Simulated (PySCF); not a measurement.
Working out the electron affinity of Ge

Ge- [Ar] 3d10 4s2 4p3 (4S) → Ge [Ar] 3d10 4s2 4p2 (3P). All numbers are calculated (PySCF 2.14, scalar relativity by spin-free X2C-1e, in x2c-TZVPPall with one added diffuse shell each of s, p, d type (7s6p5d1f, 57 functions)). Frozen: [Ar] 3d10. Energies in hartree (1 hartree = 27.21139 eV):

```csv
part,Ge- (lower),Ge (upper)
UHF,-2097.079851,-2097.048582
CCSD correlation,-0.079137,-0.063873
(T),-0.003251,-0.001760
```

Problem. What does Hartree-Fock give?

Solution. (-2097.048582) − (-2097.079851) = 0.031269 hartree = 0.851 eV.

Problem. What do CCSD and CCSD(T) give?

Solution. The CCSD correlation energies differ by 0.015264 hartree = 0.415 eV and the triples by 0.001491 hartree = 0.041 eV, so CCSD gives 1.266 eV and CCSD(T) 1.307 eV.

A first-order spin-orbit estimate adds -0.102 eV to CCSD(T) (valence), giving 1.205 eV against 1.233 eV (measured; photodetachment measurements, as compiled on the Wikipedia data page of electron affinities).

What remains against the reference includes basis incompleteness, the frozen core and higher excitations.
